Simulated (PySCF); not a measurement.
Coordinates in bohr (charge 0 multiplicity 3):
```
Re    0.0000    0.0000    0.0000
Cl   -0.0001    0.0000    4.1992
Cl    3.6366    0.0000   -2.0996
Cl   -3.6366    0.0000   -2.0997
```

Computed with UB3LYP in PySCF with Re def2-SVP with ECP60, Cl def2-SVP; scalar-relativistic core potentials, no spin–orbit coupling; density-fitted integrals.

This geometry of ReCl3 is a stationary point at this level.

Problem. What is the point group?

Solution. D3h.

Problem. Is it a minimum?

Solution. Yes: all harmonic wavenumbers are real, though the softest, 59 cm⁻¹, leaves little margin.

Problem. What are the dipole moment and the gap between the highest occupied and lowest empty levels of either spin?

Solution. 0.00 D and 1.94 eV.

Problem. Give the atomic charges and bond orders.

Solution. 
| atom | Mulliken | Löwdin | polar tensor | spin (Mulliken) | Mayer order to Re1 |
| --- | --- | --- | --- | --- | --- |
| Re1 | 0.42 | -0.65 | 1.05 | 1.86 | – |
| Cl2,3,4 | -0.14 | 0.22 | -0.35 | 0.05 | 1.30 |

Problem. What is the atomisation energy, with and without zero-point energy?

Solution. 981 kJ/mol without, 972 kJ/mol with.

Other isomers or separated fragments may lie lower. Other spin states or occupations of the open shell can lie lower. At this level a quintet minimum of C2v symmetry lies 22 kJ/mol below this structure. Spin–orbit coupling, left out here, can matter for elements this heavy.
